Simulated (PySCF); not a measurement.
Computed shifts of a molecule C₄H₆BF, PySCF with PBE/pcSseg-1, GIAO, gas phase, equivalent atoms averaged, in ppm (number of nuclei): ¹³C: 129.5 (1), 99.5 (1), 94.3 (1), 14.1 (1). ¹⁹F: -300.3 (1). ¹H: 5.33 (2), 4.89 (1), 1.11 (3). References: ¹³C against TMS (σ = 182.0 ppm); ¹¹B against BF3 (σ = 83.9 ppm); ¹⁹F against CFCl3 (σ = 133.6 ppm); ¹H against TMS (σ = 31.49 ppm), references at their B3LYP-D3(BJ)/def2-TZVP geometries, non-relativistic. Geometry optimised at PBE0-D3(BJ)/def2-SVP. The values are those of a single conformer.

Task: Identify the compound among the candidates.
A) C=C1CCB1F
B) CC1=CB(F)C1
C) CC#CB(C)F
D) C#CB(C)CF

Result: D, C#CB(C)CF
